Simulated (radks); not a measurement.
All-electron calculation, Dirac Kohn-Sham, PBE, spin-unpolarised, spherical densities, finite nucleus; open shells fill j = l - 1/2 first; Fermi nuclear charge, rms radius of each element as measured or else 0.836 A^(1/3) + 0.57 fm. Program: a radial shooting solver on a logarithmic mesh with Libxc functionals. Each species is in its NIST ground configuration. Rank Fe, Ti, Se, Cr, As, K, Ge, Co, Ga, Zn, Ni, Ca, Br, V, Sc, Mn, Cu, Kr by radius at which the density is 0.001 e/bohr^3 (bohr), largest first.

Answer. Ca 5.08, Sc 4.97, Ti 4.84, V 4.73, Mn 4.54, Cr 4.49, Fe 4.46, Ge 4.45, Ga 4.40, K 4.39, As 4.39, Co 4.38, Ni 4.31, Se 4.28, Zn 4.19, Br 4.16, Cu 4.10, Kr 4.04.
